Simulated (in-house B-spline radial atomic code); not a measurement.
Configurations of the chromium ion Cr⁴⁺, with energies counted from [Ar] 3d2. All numbers are computed (Dirac-Hartree-Fock, average of configuration; Fermi nucleus of rms radius 3.6452 fm) with a B-spline radial code for spherical atoms, not measured. Energies include first-order Breit, QED and recoil terms.

Occupations are held fixed; configurations that lie above the ionisation limit could autoionise.

```tsv
configuration	E - E(ref) (eV)	highest orbital	its <r> (bohr)
[Ar] 3d1 4s1	19.403	4s1/2	2.202
[Ne] 3s2 3p5 3d3	47.197	3d5/2	1.014
[Ar] 3d1 6s1	51.75	6s1/2	6.684
[Ar] 3d1 7s1	56.675	7s1/2	9.818
[Ar] 3d1 6f1	57.488	6f5/2	9.372
[Ar] 3d1 7f1	60.047	7f5/2	13.23
[Ne] 3s2 3p5 3d2 5f1	100.2	5f5/2	6.104
[Ne] 3s2 3p5 3d2 5g1	100.46	5g9/2	5.493
[Ne] 3s2 3p5 3d2 7s1	103.65	7s1/2	9.814
[Ne] 3s2 3p5 3d2 7f1	107.01	7f5/2	13.21
```

**Question.** Order these further configurations by energy, lowest first.
A. [Ne] 3s2 3p5 3d2 6g1
B. [Ne] 3s2 3p5 3d2 7g1
C. [Ne] 3s2 3p5 3d2 6f1
D. [Ar] 3d1 5g1
E. [Ar] 3d1 5f1

**Answer.** E (53.25 eV), D (53.489 eV), C (104.45 eV), A (104.62 eV), B (107.13 eV).

**Question.** How far above the reference does [Ar] 3d1 5s1 lie?

**Answer.** 42.221 eV; its least bound orbital is 5s1/2 with <r> = 4.149 bohr.

**Question.** How far above the reference does [Ar] 3d1 7p1 lie?

**Answer.** 57.541 eV; its least bound orbital is 7p3/2 with <r> = 10.53 bohr.

**Question.** How far above the reference does [Ar] 3d1 4f1 lie?

**Answer.** 45.511 eV; its least bound orbital is 4f5/2 with <r> = 3.479 bohr.

**Question.** One of these lies 66.33 eV from the reference. Which?
A. [Ne] 3s2 3p5 3d2 5s1
B. [Ne] 3s2 3p5 3d2 4s1
C. [Ar] 3d1 5p1

**Answer.** B.
